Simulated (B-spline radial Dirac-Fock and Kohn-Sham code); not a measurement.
**Compton profile of Pm⁴⁺**

System: promethium as Pm⁴⁺, 1s2 2s2 2p6 3s2 3p6 3d10 4s2 4p6 4d10 4f3 5s2 5p6.

The computed values come from a radial atomic solver: the impulse approximation on Dirac-Fock densities. pz is in atomic units of momentum; subshell profiles are per electron, for a selection of subshells; open shells are spread over both j values by their weights.

| pz | J total | J 2p3/2 | J 4p1/2 | J 5p3/2 |
| --- | --- | --- | --- | --- |
| 0 | 7.346 | 0.0243 | 0.141 | 0.370 |
| 0.1 | 7.330 | 0.0243 | 0.141 | 0.370 |
| 0.2 | 7.282 | 0.0243 | 0.141 | 0.370 |
| 0.3 | 7.199 | 0.0243 | 0.141 | 0.368 |
| 0.4 | 7.079 | 0.0243 | 0.141 | 0.363 |
| 0.5 | 6.921 | 0.0243 | 0.141 | 0.355 |
| 0.6 | 6.727 | 0.0243 | 0.140 | 0.341 |
| 0.8 | 6.247 | 0.0243 | 0.140 | 0.299 |
| 1 | 5.701 | 0.0243 | 0.138 | 0.240 |
| 1.2 | 5.164 | 0.0243 | 0.136 | 0.178 |
| 1.4 | 4.693 | 0.0243 | 0.133 | 0.121 |
| 1.6 | 4.313 | 0.0243 | 0.128 | 0.0779 |
| 1.8 | 4.017 | 0.0243 | 0.122 | 0.0483 |
| 2 | 3.784 | 0.0243 | 0.115 | 0.0308 |
| 2.5 | 3.329 | 0.0243 | 0.0946 | 0.0175 |
| 3 | 2.904 | 0.0243 | 0.0717 | 0.0169 |
| 4 | 2.097 | 0.0242 | 0.0336 | 0.0110 |
| 5 | 1.528 | 0.0241 | 0.0144 | 0.00420 |
| 7 | 0.9763 | 0.0235 | 0.00809 | 0.00128 |
| 10 | 0.5995 | 0.0216 | 0.00549 | 0.000885 |
| 15 | 0.2825 | 0.0164 | 0.000799 | 0.000116 |
| 20 | 0.1488 | 0.0107 | 0.000426 | 7.13e-05 |
| 30 | 0.05282 | 0.00367 | 0.000269 | 3.88e-05 |
| 40 | 0.02349 | 0.00117 | 9.98e-05 | 1.26e-05 |
| 60 | 0.006818 | 0.000142 | 1.39e-05 | 1.42e-06 |
| 100 | 0.001098 | 5.86e-06 | < 1e-6 | < 1e-6 |

J(0) = 7.346. The 5p3/2 subshell gives the largest part, 20 %.

Mean momentum ⟨p⟩ by subshell (a.u.): 1s1/2 58.8, 2s1/2 20.9, 2p1/2 27.8, 2p3/2 25.8, 3s1/2 10.4, 3p1/2 12.5, 3p3/2 11.9, 3d3/2 14.2, 3d5/2 14.0, 4s1/2 5.25, 4p1/2 5.85, 4p3/2 5.60, 4d3/2 6.00, 4d5/2 5.91, 4f5/2 5.43, 4f7/2 5.39, 5s1/2 2.18, 5p1/2 2.30, 5p3/2 2.19.
